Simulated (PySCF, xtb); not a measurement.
CH₈O₂Si₂, SMILES O[Si](C)([SiH3])O. Other conformers were not sampled.

Harmonic wavenumbers (cm⁻¹) from xtb 6.7.1 with GFN2-xTB at its own minimum, in rising order: 21, 107, 119, 132, 200, 209, 244, 282, 307, 450, 464, 466, 701, 772, 788, 798, 799, 803, 815, 818, 870, 913, 1383, 1494, 1501, 2171, 2228, 2237, 3013, 3031, 3050, 3645, 3711.

Problem. What does PBE-D3(BJ)/def2-SVP run with PySCF give at its own minimum? (An estimate is asked for; the answer gives what the named calculation found.)

Solution. 84, 105, 125, 135, 158, 167, 216, 243, 325, 423, 485, 490, 652, 714, 737, 778, 797, 827, 883, 896, 905, 923, 1214, 1377, 1383, 2139, 2151, 2166, 2965, 3061, 3073, 3739, 3768. Paired by order, the mean absolute difference is 47 cm⁻¹ and the zero-point energies are 55.1 and 54.5 kcal/mol.
